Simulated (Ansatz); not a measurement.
Input for Ansatz (a quantum-chemistry and plane-wave program): R-PBE/def2-TZVPP on BClH4Si (SMILES [SiH3]BCl), a point of a torsion scan.

Ansatz 0.2 input:
```yaml
crystal:
  periodic: [false, false, false]
  atoms:
    - {symbol: Si, position_ang: [-0.82354387, -0.03116350, 0.06894305]}
    - {symbol: B, position_ang: [1.06974222, 0.51730194, -0.09239559]}
    - {symbol: Cl, position_ang: [2.18749783, 0.12252965, 1.12041142]}
    - {symbol: H, position_ang: [-1.57538373, 0.86951826, 0.95506721]}
    - {symbol: H, position_ang: [-1.54439444, -0.02600590, -1.21005387]}
    - {symbol: H, position_ang: [-0.99910236, -1.37766761, 0.62709741]}
    - {symbol: H, position_ang: [1.49904829, 1.14287220, -0.99330835]}
basis:
  gaussian:
    orbitals: def2-TZVPP
hamiltonian:
  xc: {name: PBE}
scf: {lower_state_search: off}
```

The log:

```
WARN ansatz: RAYON_NUM_THREADS=1 ignored (pool sized by the plan → 1); use --threads N
Functional definition: PBE
these checks for a lower state are left out or cut short: stability, starts, cluster_reference, orbital_swaps, neighbouring_geometries, increment
integrals: 0.08 GiB planned
987 factors; their error is unknown
mean field: 0.57 GiB planned
mean field evaluation 1: about -21128.4400 eV, gradient 3.3e1 eV
mean field evaluation 2: about -21124.8696 eV, gradient 4.9e1 eV
mean field evaluation 4: about -21132.0770 eV, gradient 1.4e0 eV
mean field evaluation 8: about -21132.0832 eV, gradient 3.8e-2 eV
mean field evaluation 16: about -21132.0552 eV, gradient 1.6e-5 eV
mean field -21132.05524812 eV, -776.5887065470 hartree, gradient 1.6e-6 eV, S^2 0.000000; 0 other end points of the search recorded, 0 dependent functions left out
reference -21132.05528978 eV, -776.5887080778 hartree; 20, 20 occupied and 151, 151 virtual orbitals, 987 factors
Total energy: -21132.05528978 eV, -776.5887080778 hartree
Checks for a lower state left out: stability, starts, cluster_reference, orbital_swaps, neighbouring_geometries, increment
```

The calculation finished and met its thresholds.

Cost: roughly 1.1 core-seconds.
